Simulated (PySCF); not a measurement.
M06 on Si- (silicon, charge -1), [Ne] 3s2 3p3, high-spin 4S determinant. Computed with PySCF 2.14 in aug-cc-pCVTZ-DK, with scalar relativity by spin-free X2C-1e.

```
cycle= 1 E= -290.014034573757  delta_E= -0.00937  |g|= 0.0244  |ddm|= 0.602
cycle= 2 E= -290.014217892511  delta_E= -0.000183  |g|= 0.0182  |ddm|= 0.187
cycle= 3 E= -290.014513527123  delta_E= -0.000296  |g|= 0.00625  |ddm|= 0.086
cycle= 4 E= -290.014537924212  delta_E= -2.44e-05  |g|= 0.0011  |ddm|= 0.0219
cycle= 5 E= -290.014539157762  delta_E= -1.23e-06  |g|= 0.000389  |ddm|= 0.00965
cycle= 6 E= -290.01453936242  delta_E= -2.05e-07  |g|= 6.44e-05  |ddm|= 0.00393
cycle= 7 E= -290.014539370918  delta_E= -8.5e-09  |g|= 1.08e-05  |ddm|= 0.00109
cycle= 8 E= -290.014539371099  delta_E= -1.81e-10  |g|= 2.39e-06  |ddm|= 0.000143
converged SCF energy = -290.014539371099  <S^2> = 3.7525065  2S+1 = 4.0012531
```

Highest occupied orbital energy: 0.672 eV; ⟨L²⟩ = 0.00; populations by l: s 6.00, p 9.00, d 0.00, f 0.00.

**Question.** Can this result be used?

**Answer.** With care. Self-consistency was reached. At M06 the highest occupied level has a positive energy, so only the finite basis holds that electron; in a semilocal or global hybrid functional this comes from self-interaction and does not mean that the real anion is unbound.
